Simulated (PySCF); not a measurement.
Work out the structure from these simulated measurements.

Formula: C7H4F5N.

| Item | Value |
| --- | --- |
| 13C NMR | chemical shifts (computed TMS as zero) by class: 156.3 (2 C), 143.3 (1 C), 126.4 (2 C), 124.4 (1 C), 116.5 (1 C) ppm [GIAO PBE0/pcSseg-1] |
| Rotational structure | rotational constants A, B, C: 1.543, 0.563, 0.552 GHz [PBE0-D3(BJ)/def2-SVP] |
| 1H NMR | chemical shifts (computed TMS as zero) by class: 9.05 (2 H), 7.55 (2 H) ppm [GIAO PBE0/pcSseg-1] |
| NMR, other nuclei | isotropic shieldings of nuclei other than C and H, by class: -109 (1 N), 275 (3 F), 316 (2 F) ppm [GIAO PBE0/pcSseg-1] |
| Polarisability | 88.3 au [wB97X-D/def2-SVPD] |
| Couplings | largest of the computed one-bond spin–spin couplings (means over like bonds): 19F–13C -353.6 (×3), 19F–13C -309.9 (×2), 13C–1H +190.6 (×2), 13C–1H +175.2 (×2) Hz [B3LYP/pcJ-1, spin–dipole term left out for some pairs] |
| UV, strongest line | among the 10 lowest singlet transitions: S5 at 7.34 eV (169 nm, f = 0.726) [TDDFT wB97X-D/def2-SVPD] |
| UV, first state | lowest singlet excitation: 4.79 eV (259 nm, f = 0.004) [TDDFT wB97X-D/def2-SVPD] |

The electronic properties come from PySCF, for the isolated species, density fitting. Levels stand in brackets. NMR shifts are as computed; neighbouring signals can stand in another order in a measured spectrum. Isolated species at its PBE0-D3(BJ)/def2-SVP geometry (one conformer only). NMR values are class means; diastereotopic atoms form classes of their own.

Problem. What is the compound? Reason from the data.

Solution. Numbering: `[F:1][C:2]([F:3])([F:4])[C:5]([F:6])([F:7])[c:8]1[cH:9][cH:10][n:11][cH:12][cH:13]1`. Its formula, C7H4F5N, gives 4 degrees of unsaturation: 1 ring and 3 π bonds in the structure found (Kekulé form). 7 carbons fall into 5 classes; from least to most shielded: aromatic CH next to a ring nitrogen [C10/C12] (156.3 ppm, 2 C), substituted aromatic carbon [C8] (143.3 ppm), aromatic CH carbon [C9/C13] (126.4 ppm, 2 C), CF3 carbon [C2] (124.4 ppm), CF2 carbon [C5] (116.5 ppm). Hydrogen classes from least to most shielded: 2 H on 2 like atoms (aromatic CH next to a ring nitrogen), C10/C12 (9.05 ppm), 2 H on 2 aromatic CH carbons, C9/C13 (7.55 ppm). The other shieldings belong to: -109 ppm, pyridine-type nitrogen [N11]; 275 ppm, fluorine of a CF3 group [F1/F3/F4]; 316 ppm, fluorine of a CF2 group [F6/F7]. The couplings run between: -353.6 Hz, fluorine of a CF3 group [F1] and CF3 carbon [C2] (with 2 like pairs); -309.9 Hz, fluorine of a CF2 group [F6] and CF2 carbon [C5] (with 1 like pair); +190.6 Hz, aromatic CH next to a ring nitrogen [C10] and its hydrogen (with 1 like pair); +175.2 Hz, aromatic CH carbon [C9] and its hydrogen (with 1 like pair). The optimised geometry has point group Cs and is an asymmetric top. Structure: `FC(F)(F)C(F)(F)c1ccncc1`. The assignments are read from this structure; whether some other isomer fits the data as well wasn't checked.

Conformer computed: `[F:1][C:2]([F:3])([F:4])[C:5]([F:6])([F:7])[c:8]1[cH:9][cH:10][n:11][cH:12][cH:13]1`: F1–C2–C5–F6 178°, C2–C5–C8–C9 89°.

One-bond C–F couplings are unscaled; at this level they come out some 30 % too large in size.
